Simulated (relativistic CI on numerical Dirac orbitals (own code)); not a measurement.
How well does a small relativistic CI reproduce Pb+?

Calculated at this level of theory: Dirac-Coulomb-Breit CI, orbitals from a KLI potential per configuration, model QED, valence Slater integrals scaled by 0.85, P86 correlation energy added to each configuration (own radial code, finite nucleus).

CI space (outside the closed core [Xe] 4f14 5d10): 6s2.6p, 6s.6p2, 6s2.7s, 6s2.6d, 6s2.7p, 6s2.8s, 6s2.5f, 6s2.7d, 6s2.6g, 6p3, 6s.6p.6d, 6s2.8p, 6s2.6f, 6s2.5g, 6s2.8d, 6s.6p.7s. Levels of other configurations are missing.

| Configuration | Term (tabulated) | J | Measured (cm⁻¹) | Computed | Error | Purity (%) |
| --- | --- | --- | --- | --- | --- | --- |
| 6s2.6p | 2P° | 1/2 | 0.0 | 0 | 0 | 98 |
| 6s2.6p | 2P° | 3/2 | 14081.1 | 13643 | -438 | 98 |
| 6s.6p2 | 4P | 1/2 | 57910.5 | 54036 | -3875 | 92 |
| 6s2.7s | 2S | 1/2 | 59448.6 | 63101 | 3653 | 100 |
| 6s.6p2 | 4P | 3/2 | 66124.5 | 61377 | -4748 | 97 |
| 6s2.6d | 2D † | 5/2 | 68964.3 | 74212 | 5247 | 71 |
| 6s2.6d | 2D † | 3/2 | 69739.6 | 71796 | 2057 | 73 |
| 6s.6p2 | 4P | 5/2 | 73905.7 | 67026 | -6879 | 67 |
| 6s2.7p | 2P° | 1/2 | 74459.0 | 77146 | 2687 | 99 |
| 6s2.7p | 2P° | 3/2 | 77272.6 | 79940 | 2668 | 99 |
| 6s.6p2 | 2D | 5/2 | 88972.2 | 89328 | 356 | 60 |
| 6s2.8s | 2S | 1/2 | 89180.2 | 92594 | 3414 | 93 |
| 6s2.5f | 2F° | 7/2 | 92515.2 | 95020 | 2505 | 99 |
| 6s2.5f | 2F° | 5/2 | 92530.7 | 95044 | 2513 | 99 |
| 6s2.7d | 2D | 3/2 | 94284.6 | 98120 | 3835 | 92 |
| 6s2.7d | 2D | 5/2 | 95304.2 | 99217 | 3912 | 84 |
| 6s2.6g | 2G | 9/2 | 108969.6 | 113617 | 4647 | 100 |
| 6s2.6g | 2G | 7/2 | 108969.7 | 113617 | 4647 | 100 |

Measured levels from NIST Handbook of Basic Atomic Spectroscopic Data (Sansonetti and Martin, J. Phys. Chem. Ref. Data 34, 1559 (2005)); pairs were made by configuration, J and term (by order where the table uses no LS term), so strongly mixed levels may be paired wrongly.

Mean error by configuration (cm⁻¹): 6s2.6p -438; 6s.6p2 -3786; 6s2.7s 3653; 6s2.7p 2677; 6s2.8s 3414; 6s2.5f 2509; 6s2.7d 3874; 6s2.6g 4647. Over the excited levels the mean absolute error is 3385 cm⁻¹ (17 of the 17 excited levels that our extract of the source holds in range could be paired), and the median relative error of those above 1,000 cm⁻¹ is 4.1 %. † marks terms whose computed intervals miss the measured ones by more than a factor of 2.5, or configurations far off the rest, from wrong mixing, a near crossing or a doubtful label or measurement; they are left out of the means.

Transition probabilities of persistent lines. The last column rescales the computed rate by the cube of measured over computed energy:

| λ measured (Å) | Lower | Upper | A tabulated (s⁻¹) | A computed | A rescaled |
| --- | --- | --- | --- | --- | --- |
| 1433.91 vacuum | 6s2.6p 2P°_1/2 | 6s2.6d 2D_3/2 | 1.41e+09 | 2.02e+08 | 1.85e+08 |
| 1822.05 vacuum | 6s2.6p 2P°_3/2 | 6s2.6d 2D_5/2 | 1.18e+09 | 6.26e+08 | 4.66e+08 |
| 2203.53 air | 6s2.6p 2P°_3/2 | 6s2.7s 2S_1/2 | 4.94e+08 | 6.56e+08 | 5.07e+08 |
